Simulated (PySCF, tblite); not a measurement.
Isomers of C3H6O2S2Si, one GFN2-xTB conformer each. Single-point energies are computed at PBE0/pcSseg-1 (PySCF, gas phase, no added dispersion term), electronic only.

| SMILES | GFN2-xTB relative energy (kJ/mol) |
| --- | --- |
| O=CO[SiH]1SCCS1 | 0.0 |
| O=C1C[S@@](=O)[C@H]1S[SiH3] | 283.6 |

Conformers: `[O:1]=[CH:2][O:3][SiH:4]1[S:5][CH2:6][CH2:7][S:8]1` with O1–C2–O3–Si4 2°, C2–O3–Si4–S5 99°, O3–Si4–S5–C6 115°, Si4–S5–C6–C7 31°, S5–C6–C7–S8 -59°, C6–C7–S8–Si4 51°; `[O:1]=[C:2]1[CH2:3][S@@:4](=[O:5])[C@H:6]1[S:7][SiH3:8]` with S4–C6–S7–Si8 48°, O1–C2–C3–S4 156°, C2–C3–S4–O5 -86°, C3–S4–C6–S7 -136°, O1–C2–C6–S4 -156°.

**Question.** What does PBE0/pcSseg-1 give for the same structures?

**Answer.** 
```json
{"SMILES": "O=CO[SiH]1SCCS1", "PBE0/pcSseg-1 E (Eh)": "-1353.58685", "PBE0/pcSseg-1 (kJ/mol)": "0.0", "GFN2-xTB (kJ/mol)": "0.0", "point group": "C1"}
{"SMILES": "O=C1C[S@@](=O)[C@H]1S[SiH3]", "PBE0/pcSseg-1 E (Eh)": "-1353.41873", "PBE0/pcSseg-1 (kJ/mol)": "441.4", "GFN2-xTB (kJ/mol)": "283.6", "point group": "C1"}
```

Both levels put the same isomer lowest. As drawn, the lower has a C(=O)–O unit and an Si–O bond, which the higher lacks; the higher has a four-membered ring and an S=O bond, which the lower lacks.

**Question.** Which frontier levels, dipoles and rotational constants go with these structures?

**Answer.** 
```json
{"SMILES": "O=CO[SiH]1SCCS1", "HOMO (eV, PBE0/pcSseg-1)": "-7.29", "LUMO (eV)": "-0.65", "dipole (D)": "2.70", "A, B, C (MHz)": "2262, 866.0, 680.6"}
{"SMILES": "O=C1C[S@@](=O)[C@H]1S[SiH3]", "HOMO (eV, PBE0/pcSseg-1)": "-7.08", "LUMO (eV)": "-1.80", "dipole (D)": "4.00", "A, B, C (MHz)": "1665, 1193, 962.9"}
```

**Question.** What happens when harmonic zero-point energies from GFN2-xTB frequencies are added?

**Answer.** 
| SMILES | ZPE (kJ/mol) | electronic (kJ/mol) | with ZPE (kJ/mol) |
| --- | --- | --- | --- |
| O=CO[SiH]1SCCS1 | 237.7 | 0.0 | 0.0 |
| O=C1C[S@@](=O)[C@H]1S[SiH3] | 217.8 | 441.4 | 421.5 |

The zero-point energies span 19.9 kJ/mol. The order is unchanged.
